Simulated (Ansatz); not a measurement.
Molecule: sum formula SiOCl2, charge 1, multiplicity 2. SMILES of the parent species: O=[Si](Cl)Cl
Geometry from a B3LYP-D3(BJ)/def2-TZVP (Ansatz, an electronic-structure program) optimisation:
```
Si
O 1 1.6124
Cl 1 1.9479 2 116.67
Cl 1 1.9479 2 116.67 3 180.00
```
Charge +1, spin multiplicity 2.

Parts of the frozen-core correlation energy in 6-31G (Ansatz, hartree). Frozen orbitals: 16; correlated occupied orbitals by spin: 12 and 11; virtual: 20 and 21. Open shells are spin-unrestricted. Spin-orbit coupling is left out. No relativistic terms.

```csv
term,value
reference (HF),-1282.30125
MP2 opposite-spin,-0.16169
MP2 same-spin,?
CCSD correlation,?
(T),?
T1 diagnostic,0.022
largest doubles amplitude,0.042
<S^2> of the reference,0.759
```

**Question.** What belongs in the gaps?

**Answer.** 
- MP2 same-spin, value: -0.05691
- CCSD correlation, value: -0.23861
- (T), value: -0.00757
